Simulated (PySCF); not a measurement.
Delta-SCF ions had no search for a lower state. Excitations are Tamm–Dancoff values on a coarser integration grid. The basis has no diffuse functions, so Rydberg states are missing or too high.

Species: H$_{2}$F$_{2}$Si, SMILES `F[SiH2]F` (charge 0, multiplicity 1).

Question: What S1 excitation (TDA), vertical ionisation energy (Delta-SCF), LUMO, HOMO–LUMO gap and HOMO does PBE-D3(BJ)/def2-TZVP // B3LYP-D3(BJ)/def2-TZVP (PySCF) give?

Answer: 
```
Property                                  Result
--------------------------------------  --------
S1 excitation (TDA)                      7.96 eV
vertical ionisation energy (Delta-SCF)  12.16 eV
LUMO                                    -0.59 eV
HOMO–LUMO gap                            7.80 eV
HOMO                                    -8.38 eV
```
